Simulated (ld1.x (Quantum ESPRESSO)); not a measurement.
# Plane-wave convergence, RRKJ potential for strontium

```json
{
  "Element": "strontium",
  "Generator": "ld1.x (Quantum ESPRESSO) 7.5",
  "Type": "norm-conserving RRKJ (Kleinman–Bylander form)",
  "Functional": "PW91",
  "Relativity": "scalar-relativistic",
  "Frozen core": "[Ar] 3d10",
  "Valence charge": "10",
  "Reference configuration": "4s2 4p6 4d0 5s0.5 5p0 (charge +1.5)",
  "Partial waves": "4s (bound): rc 2.00 bohr; 4p (bound): rc 1.95 bohr; 4d (bound, empty): rc 2.15 bohr",
  "Local potential": "the d channel",
  "Core correction": "a·sin(br)/r model core inside 1.05 bohr",
  "rho0": "0.005"
}
```

Occupied shells without a wave of their own: 5s. They enter only through the test configuration that unscreens the potential, and ld1.x also counts them in the model core charge.

The pseudo-atom Hamiltonian at the reference potential is diagonalised in spherical Bessel functions j_l(qr) that vanish at 20 bohr, with q² up to the cutoff. All-electron valence levels (Ry): 4s -3.7427, 5s -0.8057, 4p -2.4074, 5p -0.5665, 4d -0.7324.

Question: How do the lowest levels (Ry) of each channel move with the cutoff, and are there ghosts?

Answer:

```json
{"cutoff (Ry)": "8", "s #1": "-3.2809", "s #2": "-0.7247", "p #1": "-2.2996", "p #2": "-0.5476", "d #1": "-0.6474", "d #2": "-0.2586", "f #1": "-0.1905", "f #2": "-0.0763", "Σ f·Δε (mRy)": "1608.3"}
{"cutoff (Ry)": "12", "s #1": "-3.4613", "s #2": "-0.7516", "p #1": "-2.3909", "p #2": "-0.5630", "d #1": "-0.7005", "d #2": "-0.2728", "f #1": "-0.1908", "f #2": "-0.0765", "Σ f·Δε (mRy)": "686.1"}
{"cutoff (Ry)": "15", "s #1": "-3.5499", "s #2": "-0.7658", "p #1": "-2.3967", "p #2": "-0.5643", "d #1": "-0.7153", "d #2": "-0.2764", "f #1": "-0.1908", "f #2": "-0.0766", "Σ f·Δε (mRy)": "467.0"}
{"cutoff (Ry)": "21", "s #1": "-3.6930", "s #2": "-0.7904", "p #1": "-2.3986", "p #2": "-0.5645", "d #1": "-0.7301", "d #2": "-0.2801", "f #1": "-0.1909", "f #2": "-0.0766", "Σ f·Δε (mRy)": "157.4"}
{"cutoff (Ry)": "25", "s #1": "-3.7190", "s #2": "-0.7952", "p #1": "-2.4026", "p #2": "-0.5649", "d #1": "-0.7316", "d #2": "-0.2804", "f #1": "-0.1909", "f #2": "-0.0766", "Σ f·Δε (mRy)": "78.7"}
{"cutoff (Ry)": "35", "s #1": "-3.7419", "s #2": "-0.7998", "p #1": "-2.4071", "p #2": "-0.5654", "d #1": "-0.7323", "d #2": "-0.2806", "f #1": "-0.1909", "f #2": "-0.0766", "Σ f·Δε (mRy)": "3.9"}
{"cutoff (Ry)": "40", "s #1": "-3.7427", "s #2": "-0.8000", "p #1": "-2.4073", "p #2": "-0.5655", "d #1": "-0.7323", "d #2": "-0.2806", "f #1": "-0.1909", "f #2": "-0.0766", "Σ f·Δε (mRy)": "0.8"}
{"cutoff (Ry)": "50", "s #1": "-3.7427", "s #2": "-0.8000", "p #1": "-2.4073", "p #2": "-0.5655", "d #1": "-0.7323", "d #2": "-0.2806", "f #1": "-0.1909", "f #2": "-0.0766", "Σ f·Δε (mRy)": "0.5"}
{"cutoff (Ry)": "400", "s #1": "-3.7427", "s #2": "-0.8000", "p #1": "-2.4074", "p #2": "-0.5655", "d #1": "-0.7324", "d #2": "-0.2806", "f #1": "-0.1909", "f #2": "-0.0766", "Σ f·Δε (mRy)": "0.0"}
```

Result: no extra level below or beside the all-electron valence levels (s, p, d, f tested); 10 mRy is reached at 35 Ry and 1 mRy at 40 Ry.

ld1.x takes every shell without a wave as core, so the model core holds the 5s electrons as well and exchange and correlation see them twice. This cancels in the reference configuration, but the file is broken for other ones, and its errors say nothing about a proper core correction.
